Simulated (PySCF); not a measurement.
**C₆ coefficients of unlike pairs at M06-L**

Calculated with PySCF 2.14 from the dipole response of each species, C₆(A,B) = (3/π) ∫ α_A(iu) α_B(iu) du, in atomic units, from isotropic polarisabilities. For ions this is the dispersion term alone; charge-induced terms of lower order in 1/R come first.

| species | configuration | basis | relativity | α (bohr³) | C₆ (like pair) |
| --- | --- | --- | --- | --- | --- |
| F²⁺ | [He] 2s2 2p3 (4S) | aug-cc-pVTZ-DK (5s4p3d2f) | spin-free X2C | 1.204 | 1.530 |
| Ti³⁺ | [Ar] 3d1 (2D) | aug-cc-pVQZ-DK (9s8p6d4f3g2h) | spin-free X2C | 2.263 | 5.892 |
| Ca | [Ar] 4s2 (1S) | aug-cc-pVDZ-X2C (6s5p3d) | spin-free X2C | 131.4 | 1729 |

(1) Estimate C₆ for Ca with Ti³⁺.

No spin-orbit coupling is included.

The other pairs:

```tsv
pair	C₆
Ti³⁺, F²⁺	3.000
Ca, F²⁺	30.60
```

## Answers

(1) The integral gives 58.40. The combination rule 2 C_A C_B / (C_A α_B/α_A + C_B α_A/α_B) gives 54.80 and the geometric mean 100.9.
